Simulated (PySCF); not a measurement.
Calculation: B3LYP-D3(BJ)/def2-TZVP run with PySCF. Gas-phase values, no solvent. One relaxed conformer stands for a flexible species; it need not be the lowest. B3LYP has the VWN-RPA correlation part, as in Gaussian. Excitations are Tamm–Dancoff values on a coarser integration grid. The basis has no diffuse functions, so Rydberg states are missing or too high.

Reference species (SMILES): `FCS` (F–C–S–H torsion 76°) (neutral, multiplicity 1).

```
Quantity                   Value
----------------------  --------
S1–T1 gap (TDA)          0.51 eV
S1 excitation (TDA)      5.81 eV
LUMO                    -0.11 eV
S1 oscillator strength     0.003
```

After one change: the S1–T1 gap (TDA) goes up by 0.08 eV; the S1 excitation (TDA) falls by 0.52 eV; the LUMO falls by 0.71 eV; the S1 oscillator strength hardly moves.

Problem. Which change was made? The new species is one of these.
A. `NS`
B. `[SiH3]OS` (Si–O–S–H torsion 88°)
C. `N#CCS`
D. `OS` (H–O–S–H torsion 91°)

Solution. C, `N#CCS`
